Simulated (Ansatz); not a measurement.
Input file for Ansatz (a quantum-chemistry and plane-wave program): R-CCSD(T)/def2-TZVPPD on HCl (SMILES Cl). Files ending in .json are basis or fitting sets from the Basis Set Exchange.

Ansatz 0.2 input:
```yaml
crystal:
  periodic: [false, false, false]
  atoms:
    - {symbol: Cl, position_ang: [0.45832448, -1.35212139, 0.35968767]}
    - {symbol: H, position_ang: [-0.71681046, -0.95719140, 0.68776499]}
basis:
  gaussian:
    orbitals: def2-TZVPPD.json
magnetization: {spin_polarized: false}
correlation: {method: ccsd_t, electrons: outside_noble_gas}
scf: {lower_state_search: off}
```

The head of its log:

```
Functional definition: HF
[...]
these checks for a lower state are left out or cut short: stability, starts, cluster_reference, orbital_swaps, neighbouring_geometries, increment
integrals: 0.03 GiB planned
386 factors; integrals over basis functions are off by at most 1.1e-3 eV
mean field: 0.08 GiB planned
mean field evaluation 1: about -12519.5460 eV, gradient 1.1e1 eV
mean field evaluation 2: about -12519.5461 eV, gradient 1.1e1 eV
mean field evaluation 4: about -12519.9460 eV, gradient 1.2e0 eV
mean field evaluation 8: about -12519.9547 eV, gradient 2.4e-5 eV
mean field -12519.95468270 eV, -460.0998482591 hartree, gradient 2.5e-6 eV, S^2 0.000000; 0 other end points of the search recorded, 0 dependent functions left out
5 core orbitals not correlated
reference -12519.95468270 eV, -460.0998482591 hartree; 4, 4 occupied and 59, 59 virtual orbitals, 386 factors
```

**Question.** Give the final energy of this run.

**Answer.** -460.3337 hartree (reference determinant -460.0998, T1 diagnostic 0.006).
